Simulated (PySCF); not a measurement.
## Ionisation energy of Au⁺ by level of theory

Au⁺ [Xe] 4f14 5d10 (1S) → Au²⁺ [Xe] 4f14 5d9 (2D), as a difference of total energies. All numbers are calculated (PySCF 2.14, a scalar-relativistic core potential, in cc-pVDZ-PP with ECP60MDF). Correlated levels: valence: 5s2 5p6 frozen. The calculations carry no spin-orbit coupling.

```
           method  ionisation energy (eV)  difference from reference (eV)
              UHF                  18.991                          -1.212
            M06-L                  20.615                          +0.412
              LDA                  21.386                          +1.183
    MP2 (valence)                  20.508                          +0.305
SCS-MP2 (valence)                  20.363                          +0.160
```

Reference: 20.203 ± 0.025 eV (measured; NIST Atomic Spectra Database, ionization energies).

The reference lies between the lowest fine-structure levels, while these numbers refer to the centres of the terms.

Errors of the correlated levels include the incompleteness of this basis and the frozen core.
